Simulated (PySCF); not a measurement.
# Computed records: CH$_{5}$FNSi, CH$_{2}$FOSi, CH$_{4}$Al$_{2}$N, CH$_{3}$AlF and others

Calculation on a computer-drawn molecule: the log of a Hartree-Fock and frozen-core CCSD(T) single point meant for a local Hartree-Fock minimum, with one planted fault or none, to be diagnosed. Offsets are logged minus clean, where the clean run is the same molecule without the fault. The reference is restricted for singlets and unrestricted otherwise, and also for a bond in bohr or an excited solution. Adding or removing an electron swaps singlet and doublet. The excited solution moves the top pair (singlet) or top alpha electron (doublet) to the lowest empty orbital. Highest occupied and lowest empty are orbital energies over both spins, largest force is the largest gradient component, triples share is (T) over the correlation energy, the T1 limit is 0.02 restricted and 0.045 unrestricted, electrons count all cores, a negative frequency is imaginary (commonest isotopes), and the dipole is about the centre of nuclear charge. Program: PySCF 2.14.0.

Common to all runs: logged SCF converged yes; possible faults no fault, one electron removed, one electron added, multiplicity raised by two, geometry at a saddle point, SCF held on an excited solution, minimal basis STO-3G, one bond length entered in bohr, all coordinates scaled.

(1) 
```xyz
9
formula=CH5FNSi meant_charge=0 meant_multiplicity=2 meant_basis=cc-pV(D+d)Z logged_electrons=41 logged_basis_functions=90 logged_spin_squared=1.4528 logged_highest_occupied=-9.2974 logged_lowest_empty=1.8736 logged_largest_force=0.012731 logged_T1_diagnostic=0.036869 logged_D1_diagnostic=0.19696 logged_triples_share=0.025817 logged_CC_converged=yes logged_dipole_magnitude=2.1697 logged_SCF_stable_within_its_kind=yes logged_energy_HF=-483.56209 logged_energy_CCSD(T)=-484.17717 planted_fault=one_bond_length_entered_in_bohr,row_6_of_the_drawn_bonds HF_energy_offset_from_clean_run=72.23 CCSD(T)_energy_offset_from_clean_run=76.33
C      1.3239    -1.8812    -1.9370
Si     0.7645    -0.3562    -1.0706
N      2.0231     0.7848    -1.0165
F     -0.5430     0.1590    -1.8831
H      2.3179    -2.2981    -1.8046
H      0.6624    -2.4576    -2.5772
H     -0.1238    -0.7564     1.5344
H      2.5435     1.0064    -1.8446
H      1.9426     1.5904    -0.4245
```

Units: logged_highest_occupied, logged_lowest_empty in eV; logged_largest_force in hartree/bohr; logged_dipole_magnitude in debye; logged_energy_HF, logged_energy_CCSD(T) in hartree; HF_energy_offset_from_clean_run, CCSD(T)_energy_offset_from_clean_run in kcal/mol.

Drawn bonds:
```tsv
atom	other atom	order
1	2	1
2	3	1
2	4	1
1	5	1
1	6	1
2	7	1
3	8	1
3	9	1
```

(2) 
```xyz
6
formula=CH2FOSi meant_charge=0 meant_multiplicity=2 meant_basis=cc-pV(D+d)Z logged_electrons=39 logged_basis_functions=75 logged_spin_squared=3.7676 logged_highest_occupied=-5.4691 logged_lowest_empty=-0.33026 logged_largest_force=0.19782 logged_T1_diagnostic=0.085854 logged_D1_diagnostic=0.47695 logged_triples_share=0.022446 logged_CC_converged=yes logged_dipole_magnitude=3.4329 logged_SCF_stable_within_its_kind=yes logged_energy_HF=-502.12395 logged_energy_CCSD(T)=-502.68611 planted_fault=multiplicity_raised_by_two HF_energy_offset_from_clean_run=114.3 CCSD(T)_energy_offset_from_clean_run=143.8
C     -0.8605     0.4435    -0.7954
Si     0.4803    -0.7564    -0.9926
O      0.6412    -2.0851    -0.3433
F      1.5135    -0.1304    -2.0255
H     -0.8742     1.3896    -1.3242
H     -1.6928     0.2382    -0.1329
```

Units: logged_highest_occupied, logged_lowest_empty in eV; logged_largest_force in hartree/bohr; logged_dipole_magnitude in debye; logged_energy_HF, logged_energy_CCSD(T) in hartree; HF_energy_offset_from_clean_run, CCSD(T)_energy_offset_from_clean_run in kcal/mol.

Drawn bonds:
```tsv
atom	other atom	order
1	2	1
2	3	2
2	4	1
1	5	1
1	6	1
```

Notes: T1 above single-reference limit.

(3) 
```xyz
6
formula=CH2FOSi meant_charge=0 meant_multiplicity=2 meant_basis=cc-pV(D+d)Z logged_electrons=39 logged_basis_functions=75 logged_spin_squared=0.7614 logged_highest_occupied=-11.999 logged_lowest_empty=0.39894 logged_largest_force=1.248e-05 logged_lowest_frequency=260.73 logged_T1_diagnostic=0.018857 logged_D1_diagnostic=0.077445 logged_triples_share=0.024784 logged_CC_converged=yes logged_dipole_magnitude=4.5193 logged_SCF_stable_within_its_kind=yes logged_energy_HF=-502.30617 logged_energy_CCSD(T)=-502.91527 planted_fault=no_fault HF_energy_offset_from_clean_run=0 CCSD(T)_energy_offset_from_clean_run=0
C     -0.8605     0.4435    -0.7954
Si     0.4803    -0.7564    -0.9926
O      0.6412    -2.0851    -0.3433
F      1.5135    -0.1304    -2.0255
H     -0.8742     1.3896    -1.3242
H     -1.6928     0.2382    -0.1329
```

Units: logged_highest_occupied, logged_lowest_empty in eV; logged_largest_force in hartree/bohr; logged_lowest_frequency in cm⁻¹; logged_dipole_magnitude in debye; logged_energy_HF, logged_energy_CCSD(T) in hartree; HF_energy_offset_from_clean_run, CCSD(T)_energy_offset_from_clean_run in kcal/mol.

Drawn bonds:
```tsv
atom	other atom	order
1	2	1
2	3	2
2	4	1
1	5	1
1	6	1
```

(4) 
```xyz
8
formula=CH4Al2N meant_charge=1 meant_multiplicity=1 meant_basis=cc-pV(D+d)Z logged_electrons=42 logged_basis_functions=32 logged_spin_squared=0 logged_highest_occupied=-9.4973 logged_lowest_empty=-0.027622 logged_largest_force=0.091501 logged_T1_diagnostic=0.036115 logged_D1_diagnostic=0.10591 logged_triples_share=0.059184 logged_CC_converged=yes logged_dipole_magnitude=5.4088 logged_SCF_stable_within_its_kind=yes logged_energy_HF=-571.25364 logged_energy_CCSD(T)=-571.50333 planted_fault=minimal_basis_STO-3G HF_energy_offset_from_clean_run=4348 CCSD(T)_energy_offset_from_clean_run=4490
C      0.0811     1.0263     1.7179
Al    -0.0762    -0.4474     0.4985
Al    -0.2853    -2.4195    -1.1275
N     -0.4132    -3.6351    -2.1330
H      0.7953     0.7871     2.5118
H      0.4301     1.9198     1.1912
H     -0.8886     1.2463     2.1748
H     -0.4940    -4.3988    -2.7631
```

Units: logged_highest_occupied, logged_lowest_empty in eV; logged_largest_force in hartree/bohr; logged_dipole_magnitude in debye; logged_energy_HF, logged_energy_CCSD(T) in hartree; HF_energy_offset_from_clean_run, CCSD(T)_energy_offset_from_clean_run in kcal/mol.

Drawn bonds:
```tsv
atom	other atom	order
1	2	1
2	3	1
3	4	2
1	5	1
1	6	1
1	7	1
4	8	1
```

Notes: T1 above single-reference limit.

(5) 
```xyz
6
formula=CH3AlF meant_charge=1 meant_multiplicity=1 meant_basis=cc-pV(D+d)Z logged_electrons=30 logged_basis_functions=66 logged_spin_squared=0 logged_highest_occupied=-11.718 logged_lowest_empty=-13.737 logged_largest_force=0.31913 logged_CC_converged=no logged_dipole_magnitude=11.277 logged_SCF_stable_within_its_kind=no logged_energy_HF=-380.17131 planted_fault=SCF_held_on_an_excited_solution HF_energy_offset_from_clean_run=378
C      0.5165    -0.9687    -0.3690
Al     0.4272     0.9517    -0.4027
F      0.3525     2.5576    -0.4310
H      1.5538    -1.2753    -0.5188
H      0.1566    -1.3206     0.6001
H     -0.1119    -1.3642    -1.1697
```

Units: logged_highest_occupied, logged_lowest_empty in eV; logged_largest_force in hartree/bohr; logged_dipole_magnitude in debye; logged_energy_HF in hartree; HF_energy_offset_from_clean_run in kcal/mol.

Drawn bonds:
```tsv
atom	other atom	order
1	2	1
2	3	1
1	4	1
1	5	1
1	6	1
```

Notes: CCSD not converged.

(6) 
```xyz
7
formula=CH4AlO meant_charge=1 meant_multiplicity=1 meant_basis=cc-pV(D+d)Z logged_electrons=30 logged_basis_functions=23 logged_spin_squared=0 logged_highest_occupied=-16.321 logged_lowest_empty=0.97688 logged_largest_force=0.097045 logged_T1_diagnostic=0.022022 logged_D1_diagnostic=0.060792 logged_triples_share=0.043065 logged_CC_converged=yes logged_dipole_magnitude=0.69388 logged_SCF_stable_within_its_kind=yes logged_energy_HF=-352.4618 logged_energy_CCSD(T)=-352.6169 planted_fault=minimal_basis_STO-3G HF_energy_offset_from_clean_run=2714 CCSD(T)_energy_offset_from_clean_run=2877
C      0.7272     0.1259     0.6685
Al     0.5061    -1.7823     0.7169
O      0.3224    -3.3677     0.7572
H      1.7694     0.3621     0.4445
H      0.0808     0.5437    -0.1061
H      0.4556     0.5447     1.6396
H      0.2138    -4.3036     0.7812
```

Units: logged_highest_occupied, logged_lowest_empty in eV; logged_largest_force in hartree/bohr; logged_dipole_magnitude in debye; logged_energy_HF, logged_energy_CCSD(T) in hartree; HF_energy_offset_from_clean_run, CCSD(T)_energy_offset_from_clean_run in kcal/mol.

Drawn bonds:
```tsv
atom	other atom	order
1	2	1
2	3	1
1	4	1
1	5	1
1	6	1
3	7	1
```

Notes: T1 above single-reference limit.

(7) 
```xyz
8
formula=CH5AlF meant_charge=-1 meant_multiplicity=1 meant_basis=aug-cc-pV(D+d)Z logged_electrons=33 logged_basis_functions=123 logged_spin_squared=0.7659 logged_highest_occupied=-10.34 logged_lowest_empty=-2.3165 logged_largest_force=0.10134 logged_T1_diagnostic=0.028144 logged_D1_diagnostic=0.15533 logged_triples_share=0.024812 logged_CC_converged=yes logged_dipole_magnitude=5.986 logged_SCF_stable_within_its_kind=yes logged_energy_HF=-382.11858 logged_energy_CCSD(T)=-382.60034 planted_fault=one_electron_removed HF_energy_offset_from_clean_run=87.28 CCSD(T)_energy_offset_from_clean_run=106
C     -1.0832    -1.4902    -0.4480
Al    -0.2245    -1.4114     1.3844
F      1.2608    -2.2634     1.3158
H     -1.2798    -2.5239    -0.7659
H     -2.0464    -0.9597    -0.4728
H     -0.4471    -1.0334    -1.2193
H     -1.1847    -2.1304     2.5092
H      0.0880     0.1448     1.8139
```

Units: logged_highest_occupied, logged_lowest_empty in eV; logged_largest_force in hartree/bohr; logged_dipole_magnitude in debye; logged_energy_HF, logged_energy_CCSD(T) in hartree; HF_energy_offset_from_clean_run, CCSD(T)_energy_offset_from_clean_run in kcal/mol.

Drawn bonds:
```tsv
atom	other atom	order
1	2	1
2	3	1
1	4	1
1	5	1
1	6	1
2	7	1
2	8	1
```

(8) 
```xyz
8
formula=CH5AlF meant_charge=-1 meant_multiplicity=1 meant_basis=aug-cc-pV(D+d)Z logged_electrons=34 logged_basis_functions=123 logged_spin_squared=2.0113 logged_highest_occupied=0.36265 logged_lowest_empty=1.4587 logged_largest_force=0.098681 logged_T1_diagnostic=0.026759 logged_D1_diagnostic=0.11854 logged_triples_share=0.025311 logged_CC_converged=yes logged_dipole_magnitude=8.1232 logged_SCF_stable_within_its_kind=yes logged_energy_HF=-382.10263 logged_energy_CCSD(T)=-382.58924 planted_fault=multiplicity_raised_by_two HF_energy_offset_from_clean_run=97.29 CCSD(T)_energy_offset_from_clean_run=112.9
C     -1.0832    -1.4902    -0.4480
Al    -0.2245    -1.4114     1.3844
F      1.2608    -2.2634     1.3158
H     -1.2798    -2.5239    -0.7659
H     -2.0464    -0.9597    -0.4728
H     -0.4471    -1.0334    -1.2193
H     -1.1847    -2.1304     2.5092
H      0.0880     0.1448     1.8139
```

Units: logged_highest_occupied, logged_lowest_empty in eV; logged_largest_force in hartree/bohr; logged_dipole_magnitude in debye; logged_energy_HF, logged_energy_CCSD(T) in hartree; HF_energy_offset_from_clean_run, CCSD(T)_energy_offset_from_clean_run in kcal/mol.

Drawn bonds:
```tsv
atom	other atom	order
1	2	1
2	3	1
1	4	1
1	5	1
1	6	1
2	7	1
2	8	1
```

Notes: highest electron not bound in this basis.

(9) 
```xyz
8
formula=CH6Al meant_charge=-1 meant_multiplicity=1 meant_basis=aug-cc-pV(D+d)Z logged_electrons=26 logged_basis_functions=109 logged_spin_squared=0 logged_highest_occupied=0.70025 logged_lowest_empty=-4.7749 logged_largest_force=0.12359 logged_CC_converged=no logged_dipole_magnitude=7.5662 logged_SCF_stable_within_its_kind=no logged_energy_HF=-282.73795 planted_fault=SCF_held_on_an_excited_solution HF_energy_offset_from_clean_run=343.3
C     -1.3425     0.5900     1.5804
Al    -0.7356     0.4285    -0.3600
H     -1.5424     1.6336     1.8630
H     -0.5855     0.2091     2.2808
H     -2.2664     0.0252     1.7707
H     -1.9098     1.0147    -1.3622
H      0.6522     1.2950    -0.5839
H     -0.4513    -1.1566    -0.7251
```

Units: logged_highest_occupied, logged_lowest_empty in eV; logged_largest_force in hartree/bohr; logged_dipole_magnitude in debye; logged_energy_HF in hartree; HF_energy_offset_from_clean_run in kcal/mol.

Drawn bonds:
```tsv
atom	other atom	order
1	2	1
1	3	1
1	4	1
1	5	1
2	6	1
2	7	1
2	8	1
```

Notes: CCSD not converged; highest electron not bound in this basis.

(10) 
```xyz
8
formula=CH6Al meant_charge=-1 meant_multiplicity=1 meant_basis=aug-cc-pV(D+d)Z logged_electrons=25 logged_basis_functions=109 logged_spin_squared=0.7618 logged_highest_occupied=-10.303 logged_lowest_empty=-2.0377 logged_largest_force=0.10899 logged_T1_diagnostic=0.022698 logged_D1_diagnostic=0.10469 logged_triples_share=0.02407 logged_CC_converged=yes logged_dipole_magnitude=5.3444 logged_SCF_stable_within_its_kind=yes logged_energy_HF=-283.15413 logged_energy_CCSD(T)=-283.43667 planted_fault=one_electron_removed HF_energy_offset_from_clean_run=82.18 CCSD(T)_energy_offset_from_clean_run=103.7
C     -1.3425     0.5900     1.5804
Al    -0.7356     0.4285    -0.3600
H     -1.5424     1.6336     1.8630
H     -0.5855     0.2091     2.2808
H     -2.2664     0.0252     1.7707
H     -1.9098     1.0147    -1.3622
H      0.6522     1.2950    -0.5839
H     -0.4513    -1.1566    -0.7251
```

Units: logged_highest_occupied, logged_lowest_empty in eV; logged_largest_force in hartree/bohr; logged_dipole_magnitude in debye; logged_energy_HF, logged_energy_CCSD(T) in hartree; HF_energy_offset_from_clean_run, CCSD(T)_energy_offset_from_clean_run in kcal/mol.

Drawn bonds:
```tsv
atom	other atom	order
1	2	1
1	3	1
1	4	1
1	5	1
2	6	1
2	7	1
2	8	1
```
